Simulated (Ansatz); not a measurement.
Compare A (`C[Si](Cl)(Cl)[GeH3]`) with its isomer B (`[CH3][Ge]([SiH3])([Cl])[Cl]`).

Computed with Ansatz on PBE0-D4/def2-TZVP structures; ΔE is electronic, products minus reactants. CCSD(T)/CBS adds triple-zeta CCSD(T) − MP2 to the extrapolated MP2 energy (def2 sets, frozen cores). Functionals use def2-TZVPP. B3LYP here is the variant with VWN-RPA as its local correlation; programs differ in this. For Ge outer-core shells are correlated without core-valence functions, which leaves a few kJ/mol of doubt a bond. Scalar relativity is left out up to krypton.

Question: Which isomer does CCSD(T)/CBS put lower? Give the gap. (Best estimate.)

Answer: Computed: A, by 12.1 kcal/mol.

Question: Give E(B) − E(A) in kcal/mol with B3LYP-D4, MP2/def2-TZVPP, r2SCAN-D4, BLYP-D4, CCSD(T)/def2-TZVPP, PBE-D4, B3LYP. (Best estimate.)

Answer: Computed: B3LYP-D4 10.7, MP2/def2-TZVPP 10.9, r2SCAN-D4 12.6, BLYP-D4 10.2, CCSD(T)/def2-TZVPP 10.2, PBE-D4 11.8, B3LYP 10.1. None reverses the order clearly.

Question: Does the order hold for the free energy at 298.15 K (harmonic terms from PBE0-D4)? (Estimate.)

Answer: The calculation gave: Yes: G(B) − G(A) = +12.1 kcal/mol.

Largest T1 diagnostic: 0.011.

In def2-TZVPP, CCSD(T) changes the Hartree–Fock value by +2.3 kcal/mol (the triples alone add +0.1 kcal/mol) and MP2 by +3.0 kcal/mol. From BLYP to BHLYP (50 % exact exchange), in def2-TZVPP and without D4, E(B) − E(A) moves by +0.9 kcal/mol.
